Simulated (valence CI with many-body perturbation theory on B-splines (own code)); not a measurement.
Which ion has this spectrum?

A relativistic CI+MBPT calculation for an atom or ion with 6 electrons gives these levels (× 10³ cm⁻¹):

```
J  Parity       E     g
0    even    0.00      
1    even  5044.3  1.48
2    even  5182.7  1.15
2     odd  6887.3  1.53
1     odd  7459.5  1.10
2    even   10357  1.30
0    even   10752      
2     odd   11755  1.55
3     odd   12074  1.31
0     odd   12448      
1     odd   12593  1.30
2     odd   12675  1.06
1     odd   12702  1.32
2    even   14636  1.32
```

The energies are calculated, and their last digits are not significant.

**Question.** Which is it?
A. Gd58+
B. Sm56+
C. Eu57+
D. Pr53+

**Answer.** B. Sm56+, ground level (2s^2 2p1/2^2) J=0.
